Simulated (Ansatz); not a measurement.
Cartesian coordinates (Å):
```xyz
21

B      2.4935     0.0293     0.3549
C      1.0418    -0.1092    -0.2132
C      0.4880     1.3307    -0.3144
C     -0.9416     1.3505    -0.8491
C     -1.8678     0.4704    -0.0191
C     -1.3506    -0.9590     0.0729
C      0.0834    -0.9827     0.6205
C      0.5918    -2.3493     0.7153
N      1.0064    -3.4293     0.7643
H      2.7351    -0.1968     1.5193
H      3.3743     0.4539    -0.3562
H      1.0802    -0.5132    -1.2421
H      1.1437     1.9373    -0.9589
H      0.5051     1.8062     0.6840
H     -0.9369     0.9928    -1.8939
H     -1.3168     2.3862    -0.8737
H     -1.9575     0.8909     0.9987
H     -2.8834     0.4732    -0.4450
H     -1.3540    -1.4261    -0.9270
H     -2.0049    -1.5731     0.7107
H      0.0701    -0.5826     1.6517
```
Charge 0, spin multiplicity 1.

The numbers are results of frozen-core CCSD(T)/cc-pVDZ // PBE0-D3(BJ)/def2-SVP (Ansatz, a first-principles code), not measurements.

The HF energy is -351.20790 Ha and the MP2 correlation energy comes out as -1.20184 Ha.

Problem. Estimate the CCSD correlation energy, the (T) correction, the total energy and the T1 diagnostic.

Solution. 
```
Item                            Result
-----------------------  -------------
CCSD correlation energy    -1.28603 Ha
(T) correction             -0.04635 Ha
CCSD(T) total energy     -352.54028 Ha
T1 diagnostic                    0.010
```
